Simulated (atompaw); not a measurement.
**u(r) = r·R(r): atom against pseudo-atom (Au (Z = 79))**

Columns: radius, all-electron u(r) and pseudo u(r) of the 5p shell (level -59.78 eV) of gold in the configuration [Kr] 4d10 4f14 5s2 5p6 5d10 6s1 6p0; PBE, scalar-relativistic, PAW (atompaw) scheme, atompaw 4.2.0.5.

| r (bohr) | all-electron | pseudo |
| --- | --- | --- |
| 0.132 | 0.4149 | 0.0479 |
| 0.263 | -0.3815 | 0.1811 |
| 0.395 | -0.5307 | 0.3766 |
| 0.526 | 0.0554 | 0.5953 |
| 0.658 | 0.6536 | 0.8007 |
| 0.789 | 1.0070 | 0.9544 |
| 0.921 | 1.1322 | 1.0351 |
| 1.052 | 1.1041 | 1.0344 |
| 1.184 | 0.9943 | 0.9631 |
| 1.315 | 0.8536 | 0.8453 |
| 1.447 | 0.7091 | 0.7082 |
| 1.578 | 0.5772 | 0.5772 |
| 1.710 | 0.4621 | 0.4621 |
| 1.842 | 0.3658 | 0.3658 |
| 1.973 | 0.2878 | 0.2878 |
| 2.105 | 0.2246 | 0.2246 |
| 2.236 | 0.1748 | 0.1748 |
| 2.368 | 0.1353 | 0.1353 |
| 2.499 | 0.1047 | 0.1047 |
| 2.631 | 0.0806 | 0.0806 |
| 2.762 | 0.0620 | 0.0620 |
| 2.894 | 0.0476 | 0.0476 |
| 3.025 | 0.0365 | 0.0365 |
| 3.157 | 0.0280 | 0.0280 |
| 3.288 | 0.0214 | 0.0214 |
| 3.420 | 0.0164 | 0.0164 |

Q: How many radial nodes do the two functions have?

A: The all-electron 5p function has n − l − 1 = 3 (the table is too coarse to show those close to the nucleus); the pseudo-wave has 0, since the states of the same l below it are removed with the core.

Q: At about which radius was the pseudo-wave matched?

A: 1.64 bohr, where the columns begin to agree (steps of 0.13 bohr).

Q: Is the pseudo-wave norm-conserving?

A: No, it belongs to a PAW set: the norm inside the radius is not constrained, and the difference is carried by the augmentation charge.
